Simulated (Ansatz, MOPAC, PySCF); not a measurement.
Isomers of CH3NO: 1 is NC=O, 2 is C=NO; one conformer of each (the lowest of an xTB search), B3LYP-D3(BJ)/def2-TZVP minima.
Isomer 1 (charge 0, multiplicity 1):
```xyz
6

N     -0.6935    -0.0314    -0.0093
C      0.6612     0.0338     0.0080
O      1.3082     1.0440    -0.1452
H     -1.2270     0.8098    -0.1588
H     -1.1758    -0.9022     0.1246
H      1.1269    -0.9540     0.1806
```
Isomer 2 (charge 0, multiplicity 1):
```xyz
6

C     -0.8739     0.0868     0.0632
N      0.1966    -0.5864     0.0910
O      1.3165     0.2129    -0.1578
H     -1.7923    -0.4553     0.2463
H     -0.8935     1.1568    -0.1328
H      2.0466    -0.4148    -0.1075
```

```tsv
level	electronic energy of isomer 2 less that of isomer 1 (eV)	minus CCSD(T)/CBS(cc-pVTZ, cc-pVQZ)	cost
AM1	2.059	-0.143	-
PM3	2.019	-0.183	-
PM7	1.791	-0.411	-
HF/6-31G*	2.452	0.250	-
HF/cc-pVDZ	2.410	0.207	-
HF/cc-pVTZ	2.464	0.262	-
PBE/def2-TZVPP	2.189	-0.014	×1
PBE-D3(BJ)/def2-TZVPP	2.191	-0.011	×1
PBE-D4/def2-TZVPP	2.189	-0.014	×1
BLYP/def2-TZVPP	2.146	-0.057	×1
BLYP-D4/def2-TZVPP	2.146	-0.056	×1
revPBE/def2-TZVPP	2.159	-0.043	×1
revPBE-D3(BJ)/def2-TZVPP	2.168	-0.034	×1
revPBE-D4/def2-TZVPP	2.161	-0.041	×1
r2SCAN/def2-TZVPP	2.284	0.081	×2
r2SCAN-D3(BJ)/def2-TZVPP	2.284	0.082	×2
r2SCAN-D4/def2-TZVPP	2.283	0.081	×2
B97M-V/def2-TZVPP	2.265	0.062	×2
B3LYP/6-31G*	2.193	-0.009	-
B3LYP-D3(BJ)/def2-TZVPP	2.251	0.049	×1
B3LYP-D4/def2-TZVPP	2.247	0.045	×1
PBE0/def2-TZVPP	2.295	0.093	×1
PBE0-D3(BJ)/def2-TZVPP	2.297	0.095	×1
BHLYP/def2-TZVPP	2.366	0.163	×1
M06-2X/def2-TZVPP	2.245	0.042	-
CAM-B3LYP/def2-TZVPP	2.286	0.084	×2
CAM-B3LYP-D4/def2-TZVPP	2.286	0.084	×2
wB97X-V/def2-TZVPP	2.251	0.048	×4
B2PLYP/def2-TZVPP	2.282	0.080	×2
MP2/cc-pVDZ	2.269	0.067	-
MP2/cc-pVTZ	2.316	0.114	-
MP2/cc-pVQZ	2.344	0.141	-
MP2/CBS(cc-pVTZ, cc-pVQZ)	2.351	0.149	-
SCS-MP2/cc-pVDZ	2.186	-0.017	-
SCS-MP2/cc-pVTZ	2.241	0.038	-
CCSD/cc-pVDZ	2.112	-0.090	-
CCSD/cc-pVTZ	2.191	-0.011	-
CCSD(T)/cc-pVTZ	2.154	-0.049	×10
CCSD(T)/cc-pVQZ	2.189	-0.013	×900*
CCSD(T)/CBS(cc-pVTZ, cc-pVQZ)	2.202	0.000	×900*
```

 The comparison column counts from a level with limits of its own.

The rows run from 1.791 (PM7) to 2.464 eV (HF/cc-pVTZ). From cc-pVTZ to cc-pVQZ CCSD(T) changes by 0.035. The dispersion term adds 0.003 in PBE-D3(BJ), 0.000 in PBE-D4, 0.001 in BLYP-D4. The 11 functionals in def2-TZVPP without D3 or D4 span 0.220, from BLYP to BHLYP.

No zero-point or thermal terms.

Correlated levels freeze the cores. CBS(a, b) extrapolates the correlation energy as X⁻³ and adds the Hartree–Fock energy of set b. Rows in 6-31G* carry no dispersion term and start afresh at each structure (6-31G* with six Cartesian d functions). The state that AM1, PM3, PM7 reach isn't checked; PM7 holds dispersion and hydrogen-bond terms.

Run with Ansatz (Gaussian basis) for Hartree–Fock, density functionals and correlated methods; MOPAC for AM1, PM3, PM7 (differences of heats of formation); PySCF for 6-31G* rows, M06-2X, the dispersion terms. Each number belongs to the level named beside it.

Costs are rough ratios of core time to PBE/def2-TZVPP (about 1.5 s over the structures, on one shared machine); a dash marks a level with no comparable run of its own. A star marks coupled-cluster runs past 200 virtual orbitals, where the program's memory plan changes under this machine's limit, so their costs aren't comparable with smaller runs.

Ansatz is a program for electronic structure.
